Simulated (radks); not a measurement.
V4+, configuration [Ar] 3d1 (the NIST ground configuration). Calculated with a radial shooting solver on a logarithmic mesh with Libxc functionals: scalar-relativistic Kohn-Sham, PBE, spin-polarised, spherical densities, finite nucleus; open shells are filled with parallel spins first; Fermi nuclear charge, rms radius 3.6002 fm.

X-ray form factor f0, the Fourier transform of the density (f0(0) = 19):

sin(theta)/lambda (1/angstrom),f0 (electrons)
0.05,18.804
0.1,18.240
0.15,17.369
0.2,16.279
0.25,15.068
0.3,13.827
0.4,11.527
0.5,9.710
0.6,8.414
0.8,6.897
1,5.973
1.25,4.946
1.5,3.973
2,2.519
